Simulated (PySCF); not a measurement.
# Computed vibrations of PbI2

PbI2 (singlet). PySCF 2.14.0, RKS PBE0, Pb def2-SVP with ECP60, I def2-SVP with ECP28; non-relativistic Hamiltonian with scalar-relativistic core potentials where named; density fitting; no spin-orbit coupling. Central differences of gradients.

```xyz
3

Pb    0.0000    0.0000   -0.9707
I     2.2096    0.0000    0.7954
I    -2.2096    0.0000    0.7954
```

Run from Python with OMP_NUM_THREADS=2. Where DIIS fails, smearing, a level shift and second-order steps follow.
It took 14 s on 2 threads of Arm Neoverse V2, on a shared host.

**Question.** What are the harmonic wavenumbers and infrared intensities?

**Answer.** Modes are labelled in C2v; negative numbers are unstable modes, those under 60 cm⁻¹ near the noise; a finer grid moves soft modes by up to 10 cm⁻¹.
```json
{"cm⁻¹": "51", "km/mol": "0.4", "symmetry": "a1"}
{"cm⁻¹": "166", "km/mol": "37.0", "symmetry": "b2"}
{"cm⁻¹": "166", "km/mol": "10.4", "symmetry": "a1"}
```

**Question.** Is this a minimum?

**Answer.** Yes, within the noise of the softest modes. Ideal gas at 298.15 K and 1 bar: S = 353.6 J/(mol K), Cp = 57.3 J/(mol K), H − H(0 K) = 15.3 kJ/mol (rigid rotor, harmonic modes, spin degeneracy alone; the modes under 60 cm⁻¹ make these uncertain).
